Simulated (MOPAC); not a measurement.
Input for MOPAC: PM3 on H2OSTe (SMILES O[Te]S), a point of a torsion scan.

```
PM3 1SCF PRECISE CHARGE=0 THREADS=1
H2OSTe

O     -1.55534285 1     0.42067858 1    -0.34001406 1
Te     0.15667143 1    -0.57890086 1    -0.51099804 1
S     -0.20727418 1    -2.06681581 1     1.30051758 1
H     -2.31179324 1    -0.15916968 1    -0.44503728 1
H      0.20468114 1    -1.29267462 1     2.29905056 1
```

Output:

```
*******************************************************************************
 **                                                                           **
 **                              MOPAC v23.2.5                                **
 **                                                                           **
 *******************************************************************************
 ** MOPAC's Digital Object Identifier: https://doi.org/10.5281/zenodo.6511958 **
 **                                                                           **
 ** Please cite the open-source release paper for use of this MOPAC version:  **
 ** J. E. Moussa and J. J. P. Stewart (2026)                                  **
 ** MOPAC: An open-source semiempirical molecular orbital program             **
 ** J. Open Source Softw., 11(119), 8025, https://doi.org/10.21105/joss.08025 **
 *******************************************************************************

                              PM3 CALCULATION RESULTS

 *******************************************************************************
 *  PM3        - The PM3 Hamiltonian to be used
 *
 *
 *
 *                 CHARGE ON SYSTEM = 0
 *
 *
 *
 *  PRECISE    - TIGHTER CRITERIA TO BE USED
 *  1SCF       - DO 1 SCF AND THEN STOP
 *  THREADS=1  - MULTI-THREADING NOT USED
 *  T=         - A TIME OF 172800.0 SECONDS REQUESTED
 *  DUMP=N     - RESTART FILE WRITTEN EVERY 7200.0 SECONDS REQUESTED
 *******************************************************************************
PM3 1SCF PRECISE CHARGE=0 THREADS=1
 H2OSTe

   ATOM   CHEMICAL          X               Y               Z
  NUMBER   SYMBOL      (ANGSTROMS)     (ANGSTROMS)     (ANGSTROMS)

     1       O         -1.55534285  *   0.42067858  *  -0.34001406  *
     2      Te          0.15667143  *  -0.57890086  *  -0.51099804  *
     3       S         -0.20727418  *  -2.06681581  *   1.30051758  *
     4       H         -2.31179324  *  -0.15916968  *  -0.44503728  *
     5       H          0.20468114  *  -1.29267462  *   2.29905056  *



          CARTESIAN COORDINATES

    NO.       ATOM           X           Y           Z

     1         O         -1.5553      0.4207     -0.3400
     2        Te          0.1567     -0.5789     -0.5110
     3         S         -0.2073     -2.0668      1.3005
     4         H         -2.3118     -0.1592     -0.4450
     5         H          0.2047     -1.2927      2.2991

  H: (PM3): J. J. P. STEWART, J. COMP. CHEM. 10, 209 (1989).
  O: (PM3): J. J. P. STEWART, J. COMP. CHEM. 10, 209 (1989).
  S: (PM3): J. J. P. STEWART, J. COMP. CHEM. 10, 209 (1989).
 Te: (PM3): J. J. P. STEWART, J. COMP. CHEM. 12, 320-341 (1991).

           Empirical Formula: H2 O Te S  =     5 atoms



      MOLECULAR POINT GROUP   :   C1


      RHF CALCULATION, NO. OF DOUBLY OCCUPIED LEVELS = 10


 -------------------------------------------------------------------------------
 PM3 1SCF PRECISE CHARGE=0 THREADS=1
 H2OSTe



     1SCF WAS SPECIFIED, SO BFGS WAS NOT USED
     SCF FIELD WAS ACHIEVED


                              PM3 CALCULATION
                                                       MOPAC v23.2.5 Linux




          FINAL HEAT OF FORMATION =        -21.28850 KCAL/MOL =     -89.07108 KJ/MOL


          COSMO AREA              =        111.43 SQUARE ANGSTROMS
          COSMO VOLUME            =        100.47 CUBIC ANGSTROMS

          IONIZATION POTENTIAL    =          9.447021 EV
          HOMO LUMO ENERGIES (EV) =         -9.447 -2.964
          NO. OF FILLED LEVELS    =         10
          MOLECULAR WEIGHT        =        177.6752         POINT GROUP:  C1

          MOLECULAR DIMENSIONS (Angstroms)

            Atom       Atom       Distance
            H     5    H     4     3.89198
            H     5   Te     2     1.86519
            O     1    S     3     1.75658


          SCF CALCULATIONS        =          1





   ATOM   CHEMICAL          X               Y               Z
  NUMBER   SYMBOL      (ANGSTROMS)     (ANGSTROMS)     (ANGSTROMS)

     1       O         -1.55534285  *   0.42067858  *  -0.34001406  *
     2      Te          0.15667143  *  -0.57890086  *  -0.51099804  *
     3       S         -0.20727418  *  -2.06681581  *   1.30051758  *
     4       H         -2.31179324  *  -0.15916968  *  -0.44503728  *
     5       H          0.20468114  *  -1.29267462  *   2.29905056  *

                             CARTESIAN COORDINATES

   1    O       -1.555342850     0.420678580    -0.340014060
   2   Te        0.156671430    -0.578900860    -0.510998040
   3    S       -0.207274180    -2.066815810     1.300517580
   4    H       -2.311793240    -0.159169680    -0.445037280
   5    H        0.204681140    -1.292674620     2.299050560


           Empirical Formula: H2 O Te S  =     5 atoms



      MOLECULAR POINT GROUP   :   C1


                  EIGENVALUES
 -35.29449 -26.93376 -16.73591 -15.03058 -13.46603 -13.38425 -11.35357 -10.67358
 -10.24855  -9.44702  -2.96401  -1.56034   0.62453   4.89613


              NET ATOMIC CHARGES AND DIPOLE CONTRIBUTIONS

  ATOM NO.   TYPE          CHARGE      No. of ELECS.   s-Pop       p-Pop
    1          O          -0.528416        6.5284     1.80225     4.72617
    2         Te           0.517096        5.4829     1.96576     3.51714
    3          S          -0.207909        6.2079     1.92002     4.28789
    4          H           0.200647        0.7994     0.79935
    5          H           0.018582        0.9814     0.98142
 DIPOLE           X         Y         Z       TOTAL
 POINT-CHG.     2.334    -0.710    -1.929     3.110
 HYBRID         0.159     0.647     0.601     0.897
 SUM            2.493    -0.064    -1.327     2.825


          ATOMIC ORBITAL ELECTRON POPULATIONS

     Atom    s        px        py        pz
    1  O   1.80225   1.30509   1.53661   1.88447
    2 Te   1.96576   0.95462   1.38560   1.17692
    3  S   1.92002   1.79853   1.30163   1.18774
    4  H   0.79935
    5  H   0.98142

 **********************
 *                    *
 * JOB ENDED NORMALLY *
 *                    *
 **********************




 == MOPAC DONE ==
```

The run finished.

Cost: roughly 0.020 core-seconds.
